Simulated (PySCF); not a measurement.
**Spin-rotation constants: `C(C)/C=C(/C=O)CO`, C6H10O2**

Cartesian coordinates in Å; atom numbers follow the order of the lines, from 1:
```xyz
18

C     2.5146    0.0638   -0.6306
C     1.5285   -0.5926    0.3405
C     0.4255    0.3517    0.6652
C    -0.8766    0.2405    0.3689
C    -1.7820    1.3151    0.7832
O    -2.9707    1.3544    0.5640
C    -1.5266   -0.9211   -0.3538
O    -2.3725   -0.5152   -1.3954
H     2.0137    0.3088   -1.5640
H     3.3362   -0.6148   -0.8447
H     2.9217    0.9784   -0.2055
H     1.1498   -1.5179   -0.0909
H     2.0558   -0.8390    1.2665
H     0.7490    1.2483    1.1846
H    -1.2849    2.1329    1.3410
H    -2.0862   -1.5130    0.3911
H    -0.7785   -1.5689   -0.8137
H    -3.0254    0.0948   -1.0182
```

Method used: GIAO B3LYP/pcSseg-1 magnetisability, rotational g tensor and spin-rotation constants, non-relativistic, gas phase (PySCF 2.14.0). Geometry: GFN2-xTB.

**Question.** Give the nuclear spin-rotation constants along the inertial axes (H = +C I·J) beside the isotropic shieldings.

**Answer.** Rotational constants 3.5333, 1.1423, 0.9512 GHz. A star marks the isotopologue with that one atom substituted, in its own axes.
```
atom  isotope  Caa (kHz)  Cbb (kHz)  Ccc (kHz)  mean (kHz)  σ (ppm)
  H9       1H     -0.283     -0.100     -0.036      -0.140     30.8
 H10       1H     -0.036     -0.093     -0.102      -0.077     30.4
 H11       1H     -0.355     -0.001     -0.098      -0.151     30.6
 H12       1H     -0.349      0.025     -0.098      -0.141     29.2
 H13       1H     -0.225     -0.096     -0.039      -0.120     29.6
 H14       1H     -0.309      0.099     -0.110      -0.107     25.4
 H15       1H     -0.197      0.100     -0.084      -0.060     22.3
 H16       1H     -0.256     -0.097      0.026      -0.109     26.9
 H17       1H     -0.050     -0.017     -0.104      -0.057     27.2
 H18       1H     -0.096     -0.073     -0.095      -0.088     28.3
  C1     13C*      0.507      0.173      0.134       0.272    165.5
  C2     13C*      0.630      0.192      0.140       0.321    153.3
  C3     13C*      1.484      0.584      0.182       0.750     16.3
  C4     13C*      1.453      0.526      0.172       0.717     32.5
  C5     13C*      1.620      0.616      0.272       0.836    -21.0
  O6     17O*     -3.648     -0.697     -0.068      -1.471   -302.1
  C7     13C*      0.769      0.278      0.188       0.411    116.9
  O8     17O*     -0.269     -0.063     -0.080      -0.137    309.2
```
For the geometry as given, no vibrational averaging.

**Question.** How do the rotational constants and the g tensor change when H9, H10, H11, H12, H13, H14, H15, H16, H17, H18 are replaced by deuterium?

**Answer.** Constants 2.9877, 0.9958, 0.8363 GHz; g -0.0463, -0.0152, -0.0049, against -0.0548, -0.0168, -0.0054 before.
